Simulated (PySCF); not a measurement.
C3H9NOSn (SMILES C[O][Sn][N](C)C), singlet, geometry from GFN2-xTB (such geometries of metal compounds can be far from the true shape) (core potentials on Sn); DF-PBE/def2-SVPD (PySCF).

Here is a job for PySCF.
```python
from pyscf import gto, scf, dft

mol = gto.Mole()
mol.atom = '''
    Sn    0.48489253   -0.57014144    0.38323669
    O     1.63551196    0.73920780   -0.62103413
    C     1.72027603    1.87166886   -1.43971023
    H     1.20580955    1.71176580   -2.39078480
    H     1.28477352    2.74689649   -0.95072993
    H     2.77560492    2.07384446   -1.64290467
    N    -1.49074423    0.03436845    0.05703898
    C    -1.96543852    1.15711985   -0.72398035
    C    -2.61421855   -0.68270878    0.63408828
    H    -2.61666910    0.82141040   -1.53899402
    H    -2.53786313    1.85446976   -0.10182076
    H    -1.11567329    1.68514467   -1.15012769
    H    -3.20034209   -0.02787926    1.28803546
    H    -3.27918214   -1.06138532   -0.14975924
    H    -2.25368456   -1.52791616    1.22186513
'''
mol.basis = 'def2-svpd'
mol.ecp = {'Sn': 'def2-svpd'}
mol.verbose = 4
mol.max_memory = 1800
mol.build()

mf = dft.RKS(mol)
mf.xc = 'pbe'
mf = mf.density_fit(auxbasis='def2-universal-jkfit')
mf.kernel()
```

Question: What does PySCF print? Leave out banner, timings and long lists.

Answer: 
```
PySCF version 2.14.0

[INPUT] verbose = 4
[INPUT] num. atoms = 15
[INPUT] num. electrons = 64
[INPUT] charge = 0
[INPUT] spin (= nelec alpha-beta = 2S) = 0
[INPUT] symmetry False subgroup None
[INPUT] Mole.unit = angstrom
[INPUT] Symbol           X                Y                Z      unit          X                Y                Z       unit  Magmom
[INPUT]  1 Sn     0.484892530000  -0.570141440000   0.383236690000 AA    0.916314081547  -1.077411173865   0.724212384985 Bohr   0.0
[INPUT]  2 O      1.635511960000   0.739207800000  -0.621034130000 AA    3.090669677851   1.396900291142  -1.173584419708 Bohr   0.0
[INPUT]  3 C      1.720276030000   1.871668860000  -1.439710230000 AA    3.250850555354   3.536941541277  -2.720658033435 Bohr   0.0
[INPUT]  4 H      1.205809550000   1.711765800000  -2.390784800000 AA    2.278649807885   3.234768551397  -4.517928494773 Bohr   0.0
[INPUT]  5 H      1.284773520000   2.746896490000  -0.950729930000 AA    2.427870084893   5.190882058629  -1.796619186127 Bohr   0.0
[INPUT]  6 H      2.775604920000   2.073844460000  -1.642904670000 AA    5.245133128795   3.918998054347  -3.104639875069 Bohr   0.0
[INPUT]  7 N     -1.490744230000   0.034368450000   0.057038980000 AA   -2.817098316476   0.064946957826   0.107788050625 Bohr   0.0
[INPUT]  8 C     -1.965438520000   1.157119850000  -0.723980350000 AA   -3.714140517470   2.186639609798  -1.368124581067 Bohr   0.0
[INPUT]  9 C     -2.614218550000  -0.682708780000   0.634088280000 AA   -4.940157089258  -1.290132617036   1.198253187997 Bohr   0.0
[INPUT] 10 H     -2.616669100000   0.821410400000  -1.538994020000 AA   -4.944787957612   1.552240691869  -2.908277205143 Bohr   0.0
[INPUT] 11 H     -2.537863130000   1.854469760000  -0.101820760000 AA   -4.795866257331   3.504439952688  -0.192413350195 Bohr   0.0
[INPUT] 12 H     -1.115673290000   1.685144670000  -1.150127690000 AA   -2.108316962592   3.184461906571  -2.173426342379 Bohr   0.0
[INPUT] 13 H     -3.200342090000  -0.027879260000   1.288035460000 AA   -6.047770055018  -0.052684165956   2.434034258128 Bohr   0.0
[INPUT] 14 H     -3.279182140000  -1.061385320000  -0.149759240000 AA   -6.196756157165  -2.005727567434  -0.283003948223 Bohr   0.0
[INPUT] 15 H     -2.253684560000  -1.527916160000   1.221865130000 AA   -4.258846589561  -2.887343083697   2.308990456856 Bohr   0.0

nuclear repulsion = 344.44146344362
number of shells = 89
number of NR pGTOs = 310
number of NR cGTOs = 207
basis = def2-svpd
ecp = {'Sn': 'def2-svpd'}

******** <class 'pyscf.df.df_jk.DFRKS'> ********
method = DFRKS
initial guess = minao
damping factor = 0
level_shift factor = 0
DIIS = <class 'pyscf.scf.diis.CDIIS'>
diis_start_cycle = 1
diis_space = 8
diis_damp = 0
SCF conv_tol = 1e-09
SCF conv_tol_grad = None
SCF max_cycles = 50
direct_scf = False
XC library pyscf.dft.libxc version 7.1.2
    S. Lehtola, C. Steigemann, M. J. T. Oliveira, and M. A. L. Marques,  SoftwareX 7, 1–5 (2018)
XC functionals = pbe
    J. P. Perdew, K. Burke, and M. Ernzerhof,  Phys. Rev. Lett. 77, 3865 (1996)
    J. P. Perdew, K. Burke, and M. Ernzerhof,  Phys. Rev. Lett. 78, 1396 (1997)
    J. P. Perdew, K. Burke, and M. Ernzerhof,  Phys. Rev. Lett. 77, 3865 (1996)
    J. P. Perdew, K. Burke, and M. Ernzerhof,  Phys. Rev. Lett. 78, 1396 (1997)
radial grids:
    Treutler-Ahlrichs [JCP 102, 346 (1995); DOI:10.1063/1.469408] (M4) radial grids

becke partition: Becke, JCP 88, 2547 (1988); DOI:10.1063/1.454033
pruning grids: <function nwchem_prune>
grids dens level: 3
symmetrized grids: False
atomic radii adjust function: <function treutler_atomic_radii_adjust>
small_rho_cutoff = 0
Set gradient conv threshold to 3.16228e-05
Initial guess from minao.
tot grids = 180568
init E= -440.526061962485
  HOMO = -0.621327952652441  LUMO = -0.609734665053269  gap/eV = 0.31547
cycle= 1 E= -458.941454805709  delta_E= -18.4  |g|= 3.87  |ddm|= 20.3
  HOMO = -0.0721243149648903  LUMO = -0.0605003447600754  gap/eV = 0.31630
cycle= 2 E= -376.74369096499  delta_E= 82.2  |g|= 10.2  |ddm|= 69.9
  HOMO = -0.233792900728197  LUMO = -0.176984382305086  gap/eV = 1.54584
cycle= 3 E= -462.74272250601  delta_E=  -86  |g|= 1.81  |ddm|= 69.5
  HOMO = -0.102225792005981  LUMO = -0.0983622415076457  gap/eV = 0.10513
cycle= 4 E= -459.293531071032  delta_E= 3.45  |g|= 3.62  |ddm|= 7.02
  HOMO = -0.179218731759654  LUMO = -0.0896043746177556  gap/eV = 2.43853
cycle= 5 E= -462.558283323661  delta_E= -3.26  |g|= 1.73  |ddm|= 6.88
  HOMO = -0.25946204357585  LUMO = -0.132632902523461  gap/eV = 3.45120
cycle= 6 E= -463.369431411219  delta_E= -0.811  |g|= 0.818  |ddm|= 2.43
  HOMO = -0.167588049395984  LUMO = -0.0727201592915847  gap/eV = 2.58149
cycle= 7 E= -463.499231637704  delta_E= -0.13  |g|= 0.367  |ddm|=  1.5
  HOMO = -0.189587454042449  LUMO = -0.0839999326975871  gap/eV = 2.87318
cycle= 8 E= -463.528620022003  delta_E= -0.0294  |g|= 0.151  |ddm|= 0.588
  HOMO = -0.182737920855967  LUMO = -0.0844527625883131  gap/eV = 2.67448
cycle= 9 E= -463.533459440423  delta_E= -0.00484  |g|= 0.0426  |ddm|= 0.209
  HOMO = -0.183265538060905  LUMO = -0.0829190719846764  gap/eV = 2.73057
cycle= 10 E= -463.533978682614  delta_E= -0.000519  |g|= 0.0161  |ddm|= 0.0515
  HOMO = -0.184469386062357  LUMO = -0.0824117275332057  gap/eV = 2.77713
cycle= 11 E= -463.534054735219  delta_E= -7.61e-05  |g|= 0.00466  |ddm|= 0.0305
  HOMO = -0.18436904175249  LUMO = -0.0825863212044951  gap/eV = 2.76965
cycle= 12 E= -463.534061230537  delta_E= -6.5e-06  |g|= 0.0014  |ddm|= 0.00767
  HOMO = -0.184360865470449  LUMO = -0.0826244072054294  gap/eV = 2.76839
cycle= 13 E= -463.53406171812  delta_E= -4.88e-07  |g|= 0.000266  |ddm|= 0.00277
  HOMO = -0.184346225802908  LUMO = -0.0826155403474615  gap/eV = 2.76823
cycle= 14 E= -463.534061735075  delta_E= -1.7e-08  |g|= 0.00013  |ddm|= 0.000578
  HOMO = -0.184344176934502  LUMO = -0.0826163947458056  gap/eV = 2.76815
cycle= 15 E= -463.53406173909  delta_E= -4.02e-09  |g|= 2.92e-05  |ddm|= 0.000169
  HOMO = -0.184344705929448  LUMO = -0.0826156068777273  gap/eV = 2.76819
cycle= 16 E= -463.5340617393  delta_E= -2.1e-10  |g|= 1.45e-05  |ddm|= 5.87e-05
  HOMO = -0.184348480701154  LUMO = -0.0826162400178276  gap/eV = 2.76828
Extra cycle  E= -463.534061738928  delta_E= 3.72e-10  |g|= 4.16e-05  |ddm|= 6.1e-05
converged SCF energy = -463.534061738928
```
